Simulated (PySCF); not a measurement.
AlCl, SMILES [Al][Cl] (connectivity only; charge and spin as stated), neutral, multiplicity 1.

Coordinates come from a PBE0-D3(BJ)/def2-TZVPD optimisation.

Two levels are set side by side: TDA-PBE/def2-TZVPD (PySCF) and TDA-LC-ωPBE/def2-TZVPD (PySCF). Vertical, same geometry. The lowest singlet is HOMO→LUMO+1 94 % with PBE and HOMO→LUMO+1 96 % with the other functional; states are paired by order. Differences are taken from unrounded values.

```
quantity                               TDA-LC-ωPBE  TDA-PBE  TDA-PBE minus TDA-LC-ωPBE
-------------------------------------  -----------  -------  -------------------------
lowest singlet excitation (eV)                4.87     4.75                      -0.12
lowest triplet excitation (TDA) (eV)          2.60     2.81                       0.21
first bright state (f over 0.05) (eV)         4.87     4.75                      -0.12
its oscillator strength                       0.28     0.22                      -0.06
```

Rough cost on one machine, each run with all the roots and properties that it gave: TDA-LC-ωPBE against TDA-PBE about 2 times.
